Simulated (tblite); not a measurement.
C7H7S (doublet state).
SMILES: `[S][C@@H]1CC12C=CC=C2`

Calculated harmonic vibrations of the isolated species, GFN2-xTB (tblite), most abundant isotopes, no scaling. Errors from tens to a few hundred cm⁻¹ against measured bands are possible. Open shells enter through the occupations alone, without spin polarisation, and single modes of such species can be off by tens of per cent.

Harmonic wavenumbers (cm⁻¹): 95.5, 141.6, 203.5, 319.7, 352.3, 526.7, 542.2, 560.0, 721.3, 765.5, 782.4, 785.0, 811.3, 862.3, 865.9, 878.0, 906.7, 930.7, 1015.1, 1035.2, 1040.4, 1067.8, 1090.6, 1103.5, 1184.9, 1211.6, 1285.2, 1307.5, 1382.4, 1435.5, 1491.6, 1605.2, 3025.2, 3079.0, 3100.0, 3133.4, 3141.4, 3149.1, 3158.1.

A = 3786, B = 1263, C = 1109 MHz; mass 123.027 u (most abundant isotopes); point group C1, symmetry number 1; spin multiplicity 2.

Question: Zero-point energy?

Answer: Half the sum of the wavenumbers: 25047 cm⁻¹ = 71.61 kcal/mol.

Question: What is S at 273.15 K and 1 bar for an ideal gas of classical rigid rotors and harmonic oscillators?

Answer: Translation 39.93, rotation 28.23, vibration 13.34, spin (R ln 2) 1.38: S = 82.9 cal/(mol K).

Question: And Cp and H(273.15 K) − H(0)?

Answer: Cp = 26.92 cal/(mol K), of which vibrations give 18.97 (their classical limit is 39 R = 77.5); H(273.15 K) − H(0) = 4.35 kcal/mol without the zero-point energy, 2.17 from vibrations.

Question: What must be added to the electronic energy to get the Gibbs energy at 273.15 K and 1 bar?

Answer: ZPE + [H(273.15 K) − H(0)] − T·S = 71.61 + 4.35 − 22.64 = 53.32 kcal/mol.

Question: How do the functions run with temperature in this model?

Answer: 
```
 T (K)  S (cal/(mol K))  Cp (cal/(mol K))  H − H(0) (kcal/mol)  G − H(0) (kcal/mol)  ln q(vib)
   150             70.5              16.2                 1.73                -8.84       1.06
   250             80.6              24.7                 3.75               -16.40       2.37
298.15             85.3              29.3                 5.05               -20.40       3.08
   400             95.3              38.6                 8.52               -29.60       4.71
   600            113.7              51.8                17.67               -50.53       8.24
   900            137.1              63.3                35.11               -88.26      13.59
```

q(vib) and H(0) count from the zero-point level.

Question: Blend soft modes into free rotors: weight 1/[1 + (100 cm⁻¹/ν̃)⁴] for the oscillator and the rest for a rotor with moment μB/(μ + B), μ = h/(8π²ν), B = 10⁻⁴⁴ kg m². What vibrational entropy results?

Answer: 13.01 cal/(mol K) in place of 13.34, which changes −T·S at 273.15 K by +0.09 kcal/mol.

Question: Which modes carry the vibrational entropy at 273.15 K?

Answer: 95.5 cm⁻¹: 3.37; 141.6 cm⁻¹: 2.62; 203.5 cm⁻¹: 1.94; 319.7 cm⁻¹: 1.17; 352.3 cm⁻¹: 1.02; 526.7 cm⁻¹: 0.49 cal/(mol K); the other 33 give 2.72 together.

Hindered rotation and anharmonicity are outside this model. The structure is chiral; the term R ln 2 for an equal mix with its mirror image is left out.

Time: 1.8 s of wall time. Hardware: one thread, Intel Xeon at 2.50 GHz (x86_64) (shared host). This covers the Hessian and the dipole derivatives.
